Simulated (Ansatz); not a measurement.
Mulliken charges of `[F][GeH]1[CH2][CH2]1` from r2SCAN/def2-TZVPP in Ansatz (PBE0-D4/def2-TZVP geometry).

| atom | x (Å) | y (Å) | z (Å) | charge (e) |
| --- | --- | --- | --- | --- |
| F1 | -0.595 | -0.395 | -2.334 | -0.378 |
| Ge2 | -0.348 | 0.561 | -0.902 | 0.453 |
| C3 | 0.948 | -0.126 | 0.332 | -0.210 |
| C4 | -0.526 | -0.382 | 0.757 | -0.210 |
| H5 | -0.688 | 2.009 | -1.207 | 0.013 |
| H6 | 1.515 | -1.001 | 0.032 | 0.086 |
| H7 | 1.522 | 0.559 | 0.947 | 0.080 |
| H8 | -0.860 | -1.414 | 0.718 | 0.086 |
| H9 | -0.879 | 0.143 | 1.639 | 0.080 |

**Question.** By hand: the dipole of these point charges (1 e Å = 4.8032 D).

**Answer.** Σ q r = (0.077, 0.385, 0.501) e Å, of length 0.637 e Å = 3.06 D.

**Question.** How does the dipole of the full density compare? (Best estimate.)

**Answer.** Computed: (0.072, 0.213, 0.378) e Å, 2.11 D; the point charges give 1.45 times that, at 8° from its direction.

Point charges leave out the atoms' own dipoles, such as those of lone pairs, and Mulliken's split depends on the basis, so the two needn't agree.
